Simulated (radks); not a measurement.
Task: These are the eigenvalues of the occupied orbitals of an atom or ion with whole-number occupations (Ry). Method: scalar-relativistic Kohn-Sham, r2SCAN, spin-polarised, spherical densities, finite nucleus; meta-GGA in the generalised Kohn-Sham scheme; Fermi nuclear charge, rms radius of each element as measured or else 0.836 A^(1/3) + 0.57 fm; computed with a radial shooting solver on a logarithmic mesh with Libxc functionals.

1s down: -5113.285
1s up: -5113.285
2s up: -884.8964
2s down: -884.8766
2p up: -773.8090
2p down: -773.7940
3s up: -204.9230
3s down: -204.9225
3p up: -171.8699
3p down: -171.8679
3d up: -133.7759
3d down: -133.7657
4s up: -43.11070
4s down: -43.09621
4p up: -32.22012
4p down: -32.20751
4d up: -18.34374
4d down: -18.32807
5s up: -6.53427
5s down: -6.39658
5p up: -3.88327
5p down: -3.68399
4f up: -3.00422
4f down: -2.96938
6s up: -0.98199
5d up: -0.95871

Which element is it, and in what charge state? The configuration may be excited. Open shells, if any, are filled with parallel spins first.

Result: Z = 74, tungsten, charge +1: W+ in [Xe] 4f14 5d4 6s1. The list shows which subshells hold electrons but not how many an open one holds; the 1s level, -2556.6 hartree, gives Z - s = 71.5 by -(Z - s)^2/2, which with screening and relativity narrows Z to a few neighbours, and the depths of the outer levels then fix element, charge and occupations together.
